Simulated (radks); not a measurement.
The arsenic ion As2+, 31 electrons, occupied as [Ar] 3d10 4s2 4p1 (the NIST ground configuration). Method: Dirac Kohn-Sham, B86b exchange with PBE correlation, spin-unpolarised, spherical densities, finite nucleus; open shells fill j = l - 1/2 first; Fermi nuclear charge, rms radius 4.0968 fm; computed with a radial shooting solver on a logarithmic mesh with Libxc functionals.

Radial electron density D(r) = 4 pi r^2 rho(r):

r (bohr),D(r) (e/bohr)
0.002003,1.306
0.002608,2.094
0.003424,3.364
0.004458,5.246
0.005852,8.112
0.00762,12.05
0.01,17.47
0.01302,23.92
0.01709,31.09
0.02226,37.19
0.02922,40.64
0.03804,39.94
0.04994,36.03
0.06502,33.14
0.08535,35.81
0.1111,43.33
0.1459,47.67
0.1899,41.12
0.2493,28.77
0.3246,24.63
0.4261,29.40
0.5593,29.57
0.7283,20.40
0.956,9.863
1.245,4.556
1.634,2.669
2.128,1.571
2.793,0.6047
3.636,0.1362
4.773,0.01436
6.215,0.0006788

D(r) has 3 maxima, at r = 0.0319, 0.144, 0.492 bohr, and minima at 0.0671, 0.312 bohr, inside which lie 2.09, 11.00 electrons.
